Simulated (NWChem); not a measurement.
C4H5FO; SMILES FC=C1COC1

```xyz
11

F     -0.3306     2.3403     0.0000
C      0.5903     1.3510     0.0000
C      0.2356     0.0776     0.0000
C     -1.0620    -0.6914     0.0000
O     -0.3271    -1.9430     0.0000
C      0.9489    -1.2552     0.0000
H      1.6094     1.7258     0.0000
H     -1.6899    -0.5793     0.8945
H     -1.6899    -0.5793    -0.8945
H      1.5429    -1.4892    -0.8947
H      1.5429    -1.4892     0.8947
```
Atoms are numbered in this order, from 1.

Computed with NWChem. Pople sets run with spherical d functions. Medium grid unless said otherwise, to which SCAN and Minnesota functionals are sensitive. Structure relaxed at the B3LYP/6-31G* (spherical d) level. Total energies of different functionals are on different scales.

```
level             energy (Ha)  highest occupied level (eV)  orbital gap (eV)  dipole (D)
----------------  -----------  ---------------------------  ----------------  ----------
B3LYP/6-31G*        -330.4071                        -6.56              6.83        1.47
PBE/6-31G*          -330.0322                        -5.32              4.83        1.36
TPSSh/6-31G*        -330.4221                        -6.06              6.07        1.48
MN15-L/6-31G*       -330.1007                        -5.88              5.79        1.50
LRC-wPBEh/6-31G*    -330.0942                        -8.66             10.87        1.50
M06-2X/6-31G*       -330.2724                        -8.19              9.59        1.54
CAM-B3LYP/6-31G*    -330.2688                        -8.15              9.86        1.51
BHandHLYP/6-31G*    -330.2354                        -8.08              9.69        1.61
```
